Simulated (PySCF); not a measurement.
Deuteron quadrupole couplings in `C=CC1=CCC[P@@H+]1C`

C7H12P (charge +1).
Numbering: `[CH2:1]=[CH:2][C:3]1=[CH:4][CH2:5][CH2:6][P@@H+:7]1[CH3:8]` (hydrogens: H9, H10 on C1; H11 on C2; H12 on C4; H13, H14 on C5; H15, H16 on C6; H17 on P7; H18, H19, H20 on C8)

Geometry (PBE0-D3(BJ)/def2-SVP, Å), atoms numbered from 1 in this order:
```
atom  x, y, z in Å
C1     1.6653   -2.0922   -1.2560
C2     1.7617   -0.7578   -1.1998
C3     0.7118    0.1360   -0.7375
C4     0.7198    1.4895   -0.7161
C5    -0.4597    2.2236   -0.1654
C6    -1.6163    1.2281    0.0509
P7    -0.8269   -0.4071    0.0085
C8    -0.6188   -1.1901    1.6146
H9     2.4926   -2.7047   -1.6198
H10    0.7611   -2.6339   -0.9566
H11    2.6849   -0.2681   -1.5262
H12    1.5900    2.0492   -1.0752
H13   -0.7667    3.0394   -0.8391
H14   -0.1743    2.7168    0.7806
H15   -2.1784    1.3863    0.9822
H16   -2.3363    1.2643   -0.7810
H17   -1.5546   -1.3016   -0.8064
H18   -0.0026   -2.0944    1.5073
H19   -0.1090   -0.4860    2.2880
H20   -1.6006   -1.4619    2.0297
```

Level: PBE0/pcSseg-1 (PySCF, non-relativistic); Q(2H) = 0.00286 b; rigid geometry, the same for H and D, with no vibrational averaging.

Problem. Rank these positions by the coupling χzz of a deuteron there, largest first.
A. H14 (methylene hydrogen)
B. H11 (vinylic hydrogen)
C. H17 (P–H hydrogen)
D. H15 (methylene hydrogen)
E. H9 (vinylic hydrogen)

Solution. E (202 kHz), B (197 kHz), D (192 kHz), A (185 kHz), C (112 kHz).

Problem. What are Vzz, η and χzz (234.96 MHz × Q × Vzz) at all hydrogens?

Solution. 
```json
{"atom": "H9", "bonded to": "C1", "bond length (Å)": "1.092", "Vzz (au)": "0.3011", "η": "0.05", "χzz (kHz)": "202"}
{"atom": "H10", "bonded to": "C1", "bond length (Å)": "1.096", "Vzz (au)": "0.3014", "η": "0.07", "χzz (kHz)": "203"}
{"atom": "H11", "bonded to": "C2", "bond length (Å)": "1.095", "Vzz (au)": "0.2933", "η": "0.09", "χzz (kHz)": "197"}
{"atom": "H12", "bonded to": "C4", "bond length (Å)": "1.095", "Vzz (au)": "0.2908", "η": "0.04", "χzz (kHz)": "195"}
{"atom": "H13", "bonded to": "C5", "bond length (Å)": "1.102", "Vzz (au)": "0.2792", "η": "0.04", "χzz (kHz)": "188"}
{"atom": "H14", "bonded to": "C5", "bond length (Å)": "1.104", "Vzz (au)": "0.2756", "η": "0.04", "χzz (kHz)": "185"}
{"atom": "H15", "bonded to": "C6", "bond length (Å)": "1.099", "Vzz (au)": "0.2856", "η": "0.03", "χzz (kHz)": "192"}
{"atom": "H16", "bonded to": "C6", "bond length (Å)": "1.101", "Vzz (au)": "0.2813", "η": "0.04", "χzz (kHz)": "189"}
{"atom": "H17", "bonded to": "P7", "bond length (Å)": "1.412", "Vzz (au)": "0.1660", "η": "0.02", "χzz (kHz)": "112"}
{"atom": "H18", "bonded to": "C8", "bond length (Å)": "1.100", "Vzz (au)": "0.2860", "η": "0.04", "χzz (kHz)": "192"}
{"atom": "H19", "bonded to": "C8", "bond length (Å)": "1.100", "Vzz (au)": "0.2855", "η": "0.04", "χzz (kHz)": "192"}
{"atom": "H20", "bonded to": "C8", "bond length (Å)": "1.100", "Vzz (au)": "0.2853", "η": "0.04", "χzz (kHz)": "192"}
```

Problem. Average by the element that carries the hydrogen.

Solution. on C: 193 kHz over 11 positions, mean bond length 1.098 Å; on P: 112 kHz over 1 position, mean bond length 1.412 Å.

Problem. How does χzz go with the bond length over the 11 C–H bonds?

Solution. A straight-line fit has a slope of -14.3 kHz for each 0.01 Å, with a correlation coefficient of -0.93, over lengths from 1.092 to 1.104 Å. The longer bonds have the smaller couplings here.

Problem. Give the 2H NMR doublet splittings at H10 for a magnetic field along the z, y and x axes of the gradient: 3χ/2, 3χ(1 + η)/4, 3χ(1 − η)/4.

Solution. With |χ| = 202.5 kHz and η = 0.069: 304, 162 and 141 kHz, to first order and without motion.

The structure is a single PBE0-D3(BJ)/def2-SVP conformer in the gas phase; no vibrational or solvent corrections. The small basis limits the accuracy of the gradients.
